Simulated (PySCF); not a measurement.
Highest harmonic wavenumber (cm⁻¹) of eight boron compounds: PBE-D3(BJ) beside PBE0-D3(BJ), computed with PySCF for isolated molecules in the bases named; differences from unrounded values. The eight are the first of their class met in an unordered collection, after screening for sound electronic states; none was chosen by its value. Each level has its own optimised geometry.

| molecule | basis | PBE0-D3(BJ) | PBE-D3(BJ) | difference |
|---|---|---|---|---|
| C3H7BO2, SMILES COB(C)C=O | def2-SVP | 3175 | ___ | ___ |
| 2-methyl-1,3,2-dioxaborolane (C3H7BO2), SMILES CB1OCCO1 | def2-SVP | 3184 | ___ | ___ |
| C₃H₄BFO, SMILES C1B([C@H](F)C=1)O | def2-SVP | 3899 | 3725 | -175 |
| C3H7BN2, SMILES C=C1CNB1N | def2-SVP | 3766 | ___ | ___ |
| B(OH)(OMe)2 (C2H7BO3), SMILES COB(O)OC | def2-SVP | 3923 | 3753 | -170 |
| C5H7BO, SMILES C1OB([C@H]1C)C#C | def2-SVP | 3478 | 3394 | -84 |
| C3H6BFO2, SMILES B1(O)[C@](OC1)(F)C | def2-SVP | 3887 | 3711 | -176 |
| C3H4BNO2, SMILES C1B(O)C=NC1=O | def2-SVP | 3891 | 3708 | -183 |

Task: Some entries are withheld; supply them. (The exact figures need the calculation; the answer reports its results.)

Result: 
- C3H7BO2, SMILES COB(C)C=O, PBE-D3(BJ): 3083
- C3H7BO2, SMILES COB(C)C=O, difference: -92
- C3H7BN2, SMILES C=C1CNB1N, PBE-D3(BJ): 3646
- C3H7BN2, SMILES C=C1CNB1N, difference: -121
- 2-methyl-1,3,2-dioxaborolane (C3H7BO2), SMILES CB1OCCO1, PBE-D3(BJ): 3095
- 2-methyl-1,3,2-dioxaborolane (C3H7BO2), SMILES CB1OCCO1, difference: -90

PBE-D3(BJ) lies below PBE0-D3(BJ) in 8 and above it in 0 of the eight; the mean signed difference is -136 and the largest -183 cm⁻¹.
